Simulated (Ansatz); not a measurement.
Species: CH5BNO2, charge -1, multiplicity 1. It need not be the lowest isomer of its formula. Whether it binds its extra electron was not tested at this geometry. 
Structure (B3LYP-D3(BJ)/def2-TZVP (Ansatz, a first-principles code) minimum search):
```xyz
10

C      1.9327     0.3757    -0.2680
N      0.6073     0.8296     0.0087
B     -0.4440    -0.0360     0.0681
O     -0.4292    -1.4572    -0.1199
O     -1.7803     0.4273     0.3479
H      2.6504     0.6238     0.5422
H      2.0355    -0.7176    -0.4276
H      2.3689     0.8479    -1.1734
H     -1.3302    -1.7746    -0.0136
H     -1.6750     1.3784     0.4548
```
Charge -1, spin multiplicity 1.

Total electronic energies in hartree. Correlated levels leave the core frozen unless marked. No spin-orbit coupling. Non-relativistic. CBS(X,Y): correlation extrapolated as X^-3; Hartree-Fock from the larger set.

```json
[
 {"level": "HF/STO-3G", "program": "Ansatz", "energy (Eh)": "-266.04751"},
 {"level": "HF/cc-pVDZ", "program": "Ansatz", "energy (Eh)": "-269.74289"},
 {"level": "PBE/def2-TZVPD", "program": "Ansatz", "energy (Eh)": "-271.09335"},
 {"level": "BHLYP/def2-TZVPD", "program": "Ansatz", "energy (Eh)": "-271.26353"},
 {"level": "SCS-MP2/aug-cc-pVTZ", "program": "Ansatz", "energy (Eh)": "-270.83835"},
 {"level": "CCSD/STO-3G", "program": "Ansatz", "energy (Eh)": "-266.30795"},
 {"level": "CCSD/aug-cc-pVDZ", "program": "Ansatz", "energy (Eh)": "-270.64162"},
 {"level": "CCSD(T)/aug-cc-pVTZ", "program": "Ansatz", "energy (Eh)": "-270.91343"},
 {"level": "CCSD(T)/CBS(aug-cc-pVTZ,aug-cc-pVQZ)", "program": "Ansatz", "energy (Eh)": "-271.0253"}
]
```

Totals of different functionals don't rank their quality; only differences between species are comparable.
